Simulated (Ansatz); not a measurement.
The molecule RbOs, multiplicity 6 (lowest of 2S+1 = 2, 4, 6 at CCSD(T)/def2-TZVPP on PBE0 minima; our sources give no spin for the ground state, which may be another). No spin–orbit coupling.

Seven points along R, fitted to fifth degree in 1/R; most abundant isotopes. In def2 and cc sets the state is the lowest found near the PBE0 minimum, followed along R.

Run with Ansatz (Gaussian basis) for Hartree–Fock, density functionals and correlated methods. Values without a source in brackets are computed. In def2 rows elements past Kr take small-core potentials, without spin–orbit coupling.

Energies at wB97X-V/def2-TZVPP:

```
R (Å)       E (hartree)
--------  -------------
3.768514  -114.57987471
3.869818  -114.58046256
3.963018  -114.58079063
4.068374  -114.58097791
4.173730  -114.58102292
4.295295  -114.58095328
4.437121  -114.58076824
```

Task: With a reduced mass of 58.8710 u, find the minimum, the force constant and the constants.

Result: A fifth-degree polynomial in 1/R puts the minimum at r_e = 4.1623 Å with force constant 4.04 N/m. Then ω_e = (1/2πc)√(k/μ) = 34 cm⁻¹ and B_e = h/(8π²cμr_e²) = 0.01653 cm⁻¹; the cubic and quartic terms give α_e = 0.00019 and ω_e x_e = 0.41 cm⁻¹.

Ansatz is a quantum-chemistry and plane-wave program.
